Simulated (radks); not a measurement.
Results of a calculation; reference values are marked as such.
Coulomb parameter of the 4f shell of neutral promethium in the model configuration [Xe] 4f4 6s2 6p1, as a second difference U = [E(n + 0.5) + E(n - 0.5) - 2 E(n)] / (0.5)^2 with all orbitals relaxed. "Bare": the charge of the atom changes with n. "Screened": the 6p shell takes up the change at fixed total charge, which measures U(4f,4f) + U(6p,6p) - 2 U(4f,6p). Code: a radial shooting solver on a logarithmic mesh with Libxc functionals. Model: scalar-relativistic Kohn-Sham, PBEsol, spin-unpolarised, spherical densities, finite nucleus; Fermi nuclear charge, rms radius 4.962 fm.

case                  configuration  E - E(n) (eV)
start              [Xe] 4f4 6s2 6p1          0.000
bare +0.5        [Xe] 4f4.5 6s2 6p1         -3.694
bare -0.5        [Xe] 4f3.5 6s2 6p1          7.202
screened +0.5  [Xe] 4f4.5 6s2 6p0.5         -3.244
screened -0.5  [Xe] 4f3.5 6s2 6p1.5          5.368

U(bare) = 14.033 eV, U(screened by 6p) = 8.497 eV, against the Slater integral F0(4f,4f) = 26.743 eV with frozen orbitals. The step up makes a negative ion, whose loosely bound charge lowers the bare value.
